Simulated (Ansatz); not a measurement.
Consider the cleavage of the Si–Si bond: `C[SiH](F)[SiH2]O` + `[NH2][AlH2]` → `O[SiH2][NH][AlH2]` + `C[SiH2]F`.

Gas-phase electronic energies from Ansatz, PBE0-D4/def2-TZVP geometries. CCSD(T)/CBS adds triple-zeta CCSD(T) − MP2 to the extrapolated MP2 energy (def2 sets, frozen cores). This one scheme is used for every species. DFT in def2-TZVPP. Each species was taken in one conformer, which may not be the lowest.

`C[SiH](F)[SiH2]O`:

Cartesian coordinates in Å:
```
C 0.066 -1.863 0.376
Si -0.628 -0.453 -0.620
F 0.031 -0.501 -2.094
Si -0.117 1.657 0.291
O 1.520 1.898 0.357
H -0.116 -2.818 -0.123
H 1.141 -1.748 0.528
H -0.413 -1.896 1.359
H -2.098 -0.625 -0.797
H -0.793 2.729 -0.498
H -0.591 1.741 1.697
H 1.997 1.878 -0.474
```

`[NH2][AlH2]`:

```xyz
6

N    -0.468    0.125   -0.803
Al    0.413   -0.111    0.709
H    -0.781    1.016   -1.154
H    -0.730   -0.611   -1.438
H     0.739    1.169    1.584
H     0.826   -1.588    1.103
```

`O[SiH2][NH][AlH2]`:

```xyz
10

O     0.236    0.435    2.163
Si   -0.529    0.646    0.717
N    -0.209   -0.691   -0.301
Al    0.811   -0.763   -1.764
H    -0.136    0.883    2.924
H    -0.020    1.849    0.008
H    -1.986    0.804    0.993
H    -0.616   -1.565    0.009
H     1.501    0.567   -2.263
H     0.949   -2.165   -2.486
```

`C[SiH2]F`:

```xyz
8

C     0.869   -0.460    0.044
Si   -0.786    0.369   -0.035
F    -0.581    1.948   -0.230
H     1.459   -0.079    0.881
H     0.742   -1.538    0.181
H     1.433   -0.299   -0.877
H    -1.585   -0.117   -1.188
H    -1.552    0.176    1.222
```

```csv
level,ΔE (kJ/mol)
PBE0-D4,-76.3
CAM-B3LYP,-91.5
CCSD/def2-TZVPP,-95.2
CCSD(T)/def2-TZVPP,-93.7
```

Question: What does CCSD(T)/CBS give? (Best estimate.)

Answer: Ansatz gave: -92.0 kJ/mol. The listed levels differ from it by 15.7, 0.5, -3.2, -1.7 kJ/mol.

Question: What do rigid-rotor, harmonic-oscillator terms from PBE0-D4/def2-TZVP frequencies (298.15 K, 1 bar) make of the CCSD(T)/CBS value? (Estimate.)

Answer: Ansatz gave: ΔZPE = -2.7 kJ/mol, ΔH = -96.7 kJ/mol, ΔS = -3 J/(mol·K), ΔG = -95.9 kJ/mol. Modes under 50 cm⁻¹ make the entropy rough.

Largest T1 diagnostic among the species: 0.012.

From PBE to PBE0 (25 % exact exchange), in def2-TZVPP and without D4, ΔE moves by −9.0 kJ/mol. Leaving LDA and LC-ωPBE aside and taking each functional with its dispersion term where it has one, the values, not all of them listed here, spread over 27.1 kJ/mol, from BHLYP-D4 to PBE-D4. LDA lies −6.3 kJ/mol from PBE without D4.
